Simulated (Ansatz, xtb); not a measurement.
Relative energy of two isomers of C4H6N2Se

We compare I, `Cc1nc[se]c1N`, a singlet, with II, `[SeH]Cc1ncc[nH]1`, a singlet. Both are isolated molecules in the gas phase, relaxed with PBE0-D3(BJ)/def2-SVP; the shapes shown needn't be the lowest conformers.

I (Å):

```
atom    x (Å)    y (Å)    z (Å)
   C  -1.4218  -1.1402  -1.2109
   C  -0.8379  -1.5524   0.1030
   C   0.6049  -2.7613   1.3113
   C  -1.2483  -1.0490   1.3194
   N   0.1728  -2.4786   0.1353
   N  -2.1763  -0.0550   1.5530
  Se  -0.2395  -1.8104   2.7016
   H  -0.9466  -0.2293  -1.6134
   H  -2.5048  -0.9469  -1.1379
   H  -1.2713  -1.9437  -1.9441
   H   1.3824  -3.4973   1.5288
   H  -2.7810  -0.1926   2.3548
   H  -2.7029   0.2157   0.7299
```

II (Å):

| atom | x (Å) | y (Å) | z (Å) |
| --- | --- | --- | --- |
| C | -0.7861 | -1.4415 | -1.1100 |
| C | -0.7177 | -1.3802 | 0.3720 |
| C | -0.0193 | -1.4219 | 2.3918 |
| C | -1.3297 | -1.0106 | 2.4574 |
| N | 0.3442 | -1.6525 | 1.0954 |
| N | -1.7593 | -0.9863 | 1.1568 |
| Se | -2.4077 | -2.3927 | -1.7063 |
| H | -2.5425 | -1.6405 | -2.9624 |
| H | -0.8225 | -0.4359 | -1.5544 |
| H | 0.1125 | -1.9562 | -1.4697 |
| H | 0.6757 | -1.5690 | 3.2174 |
| H | -1.9770 | -0.7505 | 3.2908 |
| H | -2.6931 | -0.7794 | 0.8237 |

Quicker runs give these differences E(II) − E(I): GFN2-xTB −43.4 kJ/mol; HF/STO-3G −19.0 kJ/mol (at GFN2-xTB geometries); r2SCAN-D4/def2-SVP −25.2 kJ/mol (at GFN2-xTB geometries).

Task: Estimate E(II) − E(I) at the level CCSD(T)/def2-SVP + ΔMP2/def2-TZVPP.

Result: Calculated at CCSD(T)/def2-SVP + ΔMP2/def2-TZVPP: E(II) − E(I) = −21.4 kJ/mol, so structure II lies lower.

How the difference moves with the method:

```csv
level,geometry,E(II) − E(I) (kJ/mol),departure from the last row (kJ/mol),"job, with rough time for the two"
GFN2-xTB,GFN2-xTB,−43.4,−22.0,"optimisation, 0.47 s"
HF/STO-3G,GFN2-xTB,−19.0,+2.4,"single point, 0.59 s"
r2SCAN-D4/def2-SVP,GFN2-xTB,−25.2,−3.8,"single point, 4.6 s"
PBE0-D3(BJ)/def2-SVP,PBE0-D3(BJ)/def2-SVP,−35.9,−14.5,"optimisation, 1.8 min"
HF/def2-SVP,PBE0-D3(BJ)/def2-SVP,−65.4,−44.0,part of the CCSD(T) run
MP2/def2-SVP,PBE0-D3(BJ)/def2-SVP,−37.0,−15.6,part of the CCSD(T) run
CCSD(T)/def2-SVP,PBE0-D3(BJ)/def2-SVP,−41.9,−20.5,single point
CCSD(T)/def2-SVP + ΔMP2/def2-TZVPP,PBE0-D3(BJ)/def2-SVP,−21.4,,"single point, 1.8 min"
```

As drawn, II has 1 C–Se, 2 C∷N, 1 Se–H in place of 2 C∷Se, 1 C–N, 1 N–H (∷ is an aromatic bond).

The levels shown agree on the order. The largest departure from CCSD(T)/def2-SVP + ΔMP2/def2-TZVPP is that of HF/def2-SVP, 44.0 kJ/mol. The last row adds to CCSD(T) the change of the MP2 difference between the two basis sets, here +20.5 kJ/mol, a large step that makes the value less sure.

With thermal terms from frequencies at re-optimised GFN2-xTB minima (ideal gas, soft modes damped towards free rotors, one conformer each, 298.15 K, 1 atm): on the last row, ΔE + ΔZPE = −26.7, ΔH = −27.8, ΔG = −28.2 kJ/mol.

The correlated steps freeze 15 core orbitals; the filled d shell of Se is correlated, in a basis made for valence electrons. Programs: Ansatz 0.2.0, xtb 6.7.1; the last row on 4 threads of Arm Neoverse V1 on a shared host.
